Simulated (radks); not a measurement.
Values are calculated unless marked as measured or tabulated.
The rubidium ion Rb9+, configuration [Ar] 3d10.

Code: a radial shooting solver on a logarithmic mesh with Libxc functionals. Model: Dirac Kohn-Sham, LB94 model potential, spin-unpolarised, spherical densities, finite nucleus; Fermi nuclear charge, rms radius 4.2036 fm.

Energy parts (hartree):
part                   energy
kinetic            3050.90335
electron-nucleus  -6983.37995
Hartree            1071.71555
(The LB94 potential has no energy functional, so no total or exchange-correlation energy is given.)

Orbitals (lengths in bohr, moments of r in powers of bohr; <r^-3> diverges for s and p1/2):
orbital  occ.  eigenvalue (hartree)  <1/r>  <r^-3>
1s1/2       2             -562.3211  37.92       -
2s1/2       2             -80.90428  8.519       -
2p1/2       2             -74.13903  8.511       -
2p3/2       4             -71.86732  8.196    1586
3s1/2       2             -17.21306  2.823       -
3p1/2       2             -14.77005  2.725       -
3p3/2       4             -14.42786  2.649   241.2
3d3/2       4             -10.13283  2.447   33.30
3d5/2       6             -10.07242  2.428   32.08

The highest occupied level is 3d5/2 at -274.08 eV. Summed over all electrons, <r^2> = 5.886 bohr^2, which gives a Langevin (diamagnetic) susceptibility term of -4.66 x 10^-6 cm^3/mol. The electron density at the nucleus is 5.484e+04 e/bohr^3. The density falls to 0.001 e/bohr^3 at r = 1.70 bohr. For comparison, the ionisation energy in NIST's Atomic Spectra Database is 277.1 eV (measured). In exact Kohn-Sham theory the highest level is minus the ionisation energy, but local and semilocal functionals leave it too shallow, through self-interaction and a potential that decays too fast; potentials with the right tail come closer.
